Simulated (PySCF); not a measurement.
trans-1,2-dimethylcyclohexane, C8H16.
SMILES: `C[C@@H]1CCCC[C@H]1C`

The closed-shell ground state was solved at several levels (PySCF, density fitting, gas phase, non-relativistic). One conformer (not necessarily the lowest) at the PBE0-D3(BJ)/def2-SVP geometry, without solvent, vibrations or thermal averaging.

```
            level  basis functions  total energy (Eh)  HOMO (eV)  LUMO (eV)  gap (eV)  dipole (D)
     KT3/pcSseg-1              216          -319.6202      -7.07       0.64      7.71        0.05
     PBE0/cc-pVDZ              192          -314.1354      -8.11       1.95     10.06        0.05
    PBE0/pcSseg-1              216          -314.0768      -8.24       1.57      9.81        0.05
      PBE0/6-31G*              144          -314.1159      -8.03       2.72     10.75        0.06
mPW1PW91/pcSseg-1              216          -314.3992      -8.28       1.60      9.88        0.05
      HF/pcSseg-1              216          -312.2173     -11.44       4.47     15.91        0.05
       PBE0/6-31G              104          -314.0438      -8.03       2.70     10.73        0.03
     KT2/pcSseg-1              216          -320.0094      -7.03       0.63      7.66        0.05
    PBE0/pcSseg-0              104          -313.4240      -8.37       2.13     10.50        0.02
```

(1) What might PBE0/6-311+G(2d,p) (312 basis functions) give for the same quantities?

(2) Over all these levels, which gives the widest orbital gap and which the narrowest?

(3) How much does the basis alone move the frontier levels among the 6 PBE0 rows (the withheld one included)?

(4) In the pcSseg-1 basis, how does the gap go with the fixed share of exact exchange?

(5) How far do the dipole and the HOMO energy spread over the levels?

## Answers

(1) Total energy -314.2032 Eh, HOMO -8.19 eV, LUMO 0.38 eV, gap 8.57 eV, dipole 0.10 D.

(2) HF/pcSseg-1 (Hartree–Fock, all exact exchange) has the widest, 15.91 eV, and KT2/pcSseg-1 (GGA) the narrowest, 7.66 eV. The two share the basis. From the narrowest to the widest the HOMO moves by -4.41 eV and the LUMO by +3.84 eV. The HOMO need not be the same orbital at Hartree–Fock and at DFT levels.

(3) The HOMO by 0.34 eV and the LUMO by 2.34 eV. By rising basis size (HOMO, LUMO in eV): 6-31G -8.03, 2.70; pcSseg-0 -8.37, 2.13; 6-31G* -8.03, 2.72; cc-pVDZ -8.11, 1.95; pcSseg-1 -8.24, 1.57; 6-311+G(2d,p) -8.19, 0.38.

(4) KT2 (0 %) 7.66 eV; KT3 (0 %) 7.71 eV; PBE0 (25 %) 9.81 eV; mPW1PW91 (25 %) 9.88 eV; HF (100 %) 15.91 eV. Each rise in the share widens the gap here.

(5) The dipole runs from 0.02 to 0.10 D (mean 0.05 D) and the HOMO from -11.44 to -7.03 eV.
